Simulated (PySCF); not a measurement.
Simulation results for AlH₂O₂

Calculation on a computer-drawn molecule: vertical ionisation energy to the stated ion spin, frozen-core CCSD(T) at the basis limit and cheaper methods, single-reference cases, UHF for radicals, no spin-orbit; all values are single points at the evaluated structure, the first of each entry, which is the reference or a displaced copy of it and isn't optimised; the reference structure only sets the zero of the energies above reference; triples share is (T) over the correlation energy. Program: PySCF 2.14.0.

AlH₂O₂

Evaluated structure:
```xyz
5
AlH2O2
O      2.1375    -0.7766     0.4047
Al     1.6425     0.6098    -0.1816
O      1.1475     1.9961    -0.7682
H      2.4312    -1.6027     0.7536
H      0.8529     2.8218    -1.1174
```

Reference structure:
```xyz
5
AlH2O2
O      2.1375    -0.7766     0.4047
Al     1.6425     0.6098    -0.1816
O      1.1475     1.9961    -0.7682
H      2.4312    -1.6027     0.7536
H      0.8529     2.8218    -1.1174
```

Here we set charge 1, multiplicity 1, ion multiplicity 2, diffuse functions no, basis cc-pV(n+d)Z, reference is the Hartree-Fock double-zeta minimum, best is HF at quadruple zeta + MP2 correlation extrapolated from triple and quadruple zeta + CCSD(T) minus MP2 at triple zeta and basis step is the size of the change from the same recipe one zeta lower.

Results for AlH₂O₂: ionisation energy best 19.38 eV; ionisation energy basis step 0.06939 eV; energy above reference best 0 kcal/mol; energy above reference basis step 0 kcal/mol; ionisation energy Koopmans at triple zeta 20.36 eV; ionisation energy EOM CCSD at triple zeta 19.09 eV; total energy HF triple zeta -392.7204 hartree; total energy CCSD(T) triple zeta -393.2748 hartree; total energy best -393.3638 hartree; T1 diagnostic at triple zeta 0.01218; D1 diagnostic at triple zeta 0.02948; ion T1 diagnostic at triple zeta 0.04041; ion D1 diagnostic at triple zeta 0.2133; ion spin squared at triple zeta 0.756; triples share at triple zeta 0.03192; basis functions triple zeta 127.

Drawn bonds:
```
atom  other atom  order
   1           2      1
   2           3      1
   1           4      1
   3           5      1
```

Triple zeta:
```
 method  ionisation energy (eV)  energy above reference (kcal/mol)
     HF                   17.59                                  0
    PBE                   18.11                                  0
 r2SCAN                   18.25                                  0
  B3LYP                   18.53                                  0
  wB97X                   18.98                                  0
    MP2                   19.44                                  0
   CCSD                   19.11                                  0
CCSD(T)                   19.18                                  0
```
